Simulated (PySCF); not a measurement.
**Magnetic susceptibility: `[CH3][GaH][CH2]BCC`, C4H12BGa**

Geometry:
| atom | x (Å) | y (Å) | z (Å) |
| --- | --- | --- | --- |
| C1 | -1.233 | 1.150 | 0.147 |
| C2 | -2.114 | -0.084 | -0.046 |
| B3 | -1.331 | -1.396 | -0.487 |
| C4 | -0.047 | -1.294 | -1.329 |
| Ga5 | 1.493 | -0.656 | -0.108 |
| C6 | 2.676 | 0.940 | -0.571 |
| H7 | -1.819 | 2.014 | 0.460 |
| H8 | -0.478 | 0.954 | 0.922 |
| H9 | -0.711 | 1.409 | -0.777 |
| H10 | -2.866 | 0.145 | -0.809 |
| H11 | -2.676 | -0.256 | 0.875 |
| H12 | -1.738 | -2.441 | -0.135 |
| H13 | -0.045 | -0.495 | -2.081 |
| H14 | 0.263 | -2.227 | -1.810 |
| H15 | 1.892 | -1.501 | 1.193 |
| H16 | 2.978 | 1.485 | 0.328 |
| H17 | 2.157 | 1.637 | -1.235 |
| H18 | 3.590 | 0.620 | -1.078 |

Computed, not measured: GIAO BHandHLYP/pcSseg-1 magnetisability, rotational g tensor and spin-rotation constants, non-relativistic, gas phase in PySCF. Geometry: GFN2-xTB.

The calculation is non-relativistic, which matters for the atoms heavier than Zn.

How diamagnetic is it, and how anisotropic?

Isotropic -1334 × 10⁻³⁰ J/T², or -80.4 × 10⁻⁶ cm³/mol; principal values -1446, -1354, -1203 × 10⁻³⁰ J/T², anisotropy 212 × 10⁻³⁰ J/T² (root of half the summed squared differences of the principal values). The susceptibility is in cgs units.

Split it along the inertial axes a, b, c into diamagnetic and paramagnetic parts about the centre of mass, with the quadrupole moment.


```
axis  χ (10⁻⁶ cm³/mol)  diamagnetic (10⁻⁶ cm³/mol)  paramagnetic (10⁻⁶ cm³/mol)  summed x² of all electrons (Å²)  quadrupole Θ (D Å)
   a             -80.1                      -471.9                        391.8                            203.2               +0.29
   b             -78.7                      -999.4                        920.7                             78.9               -0.10
   c             -82.2                     -1196.8                       1114.6                             32.4               -0.19
```
Anisotropies 2χaa − χbb − χcc = +0.7 and 2χbb − χaa − χcc = +4.9 × 10⁻⁶ cm³/mol. Θ is traceless in Buckingham's convention.

And the rotational g tensor?


| axis | rotational constant (GHz) | g | nuclear part | electronic part |
| --- | --- | --- | --- | --- |
| a | 3.6505 | -0.0251 | 0.6468 | -0.6719 |
| b | 1.3745 | -0.0102 | 0.5843 | -0.5945 |
| c | 1.1305 | -0.0065 | 0.5855 | -0.5920 |

Asymmetric top; isotopes 11B, 12C, 69Ga, 1H; no vibrational averaging.
